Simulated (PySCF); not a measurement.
BrHPb, neutral, multiplicity 1. Atoms are numbered in the order given.

```xyz
3

Pb     0.0233    -0.7736     0.0000
H     -1.8211    -0.8963     0.0000
Br    -0.0024     1.8380     0.0000
```

Coordinates come from a PBE0-D3(BJ)/def2-TZVP optimisation. The def2 effective core potentials stand for the cores of Pb; spin–orbit coupling is left out.

Method: TDA-PBE0/def2-TZVPD (PySCF).

Vertical excitations. Gas-phase values at a fixed geometry. State labels are in the subgroup Cs.

```tsv
state	symmetry	energy (eV)	λ (nm)	f	main pairs
S1	A"	2.70	460	0.006	HOMO→LUMO 99 %
S2	A"	3.89	319	0.006	HOMO−2→LUMO 99 %
S3	A'	4.21	295	0.022	HOMO−1→LUMO 88 %
S4	A"	4.42	280	0.002	HOMO−3→LUMO 99 %
S5	A'	4.72	263	0.054	HOMO→LUMO+1 91 %
S6	A"	5.72	217	0.007	HOMO−1→LUMO+1 99 %
S7	A'	5.88	211	0.063	HOMO−2→LUMO+1 53 %, HOMO→LUMO+2 35 %
S8	A'	6.04	205	0.098	HOMO→LUMO+2 56 %, HOMO−2→LUMO+1 28 %, HOMO−3→LUMO+1 9 %
S9	A'	6.89	180	0.058	HOMO→LUMO+3 46 %, HOMO−2→LUMO+2 36 %, HOMO−3→LUMO+1 11 %
S10	A"	6.91	179	0.035	HOMO−1→LUMO+2 99 %
T1	A"	2.14	578	0	HOMO→LUMO 95 %
T2	A'	3.52	352	0	HOMO−1→LUMO 99 %
T3	A"	3.62	343	0	HOMO−2→LUMO 95 %
T4	A"	4.11	301	0	HOMO−3→LUMO 98 %
```
Triplets are in the Tamm–Dancoff approximation.
